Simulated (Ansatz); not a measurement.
Relaxation of CH₅NSiTe (9 atoms, charge 0, multiplicity 1), to a largest force component of 0.02 eV/Å in at most 50 steps.

Computed with RHF/def2-SVP (Ansatz 0.2.0).

```xyz
9
Properties=species:S:1:pos:R:3
C 0.235 1.332 -1.011
N 0.748 0.815 -0.015
Si 0.498 -0.910 0.327
Te -1.799 -1.367 0.769
H -0.448 0.806 -1.717
H 0.344 2.450 -1.208
H 1.016 -1.710 -0.801
H 1.355 -1.252 1.525
H -1.860 -0.210 2.114
```

**Question.** Where does it end, and by what steps?

**Answer.** The run converged. After 17 steps the energy has fallen by 0.512 eV; H5 moved furthest, 1.04 Å.

```csv
step,energy less start (eV),largest force component (eV/Å),accepted
0,0.0000,2.803,yes
1,-0.0065,2.183,yes
2,-0.2883,1.435,yes
3,-0.1411,1.329,no
4,-0.3942,0.460,yes
5,-0.3980,0.760,yes
6,-0.4109,0.089,yes
7,-0.4160,0.130,yes
8,-0.4270,0.242,yes
9,-0.4276,1.003,yes
10,-0.4845,0.328,yes
11,-0.4742,0.483,no
12,-0.4979,0.124,yes
13,-0.5050,0.099,yes
14,-0.4920,0.372,no
15,-0.5099,0.030,yes
16,-0.5112,0.072,yes
17,-0.5118,0.012,yes
```

```xyz
9
Properties=species:S:1:pos:R:3
C 0.199 1.429 -0.993
N 0.960 0.565 -0.516
Si 0.627 -0.928 0.302
Te -1.831 -1.471 0.641
H -0.895 1.368 -0.959
H 0.603 2.317 -1.484
H 1.147 -2.039 -0.516
H 1.280 -0.884 1.621
H -2.002 -0.403 1.887
```

Run time: 34 s on 2 threads of Arm Neoverse V1 (shared host), peak memory 0.21 GiB.
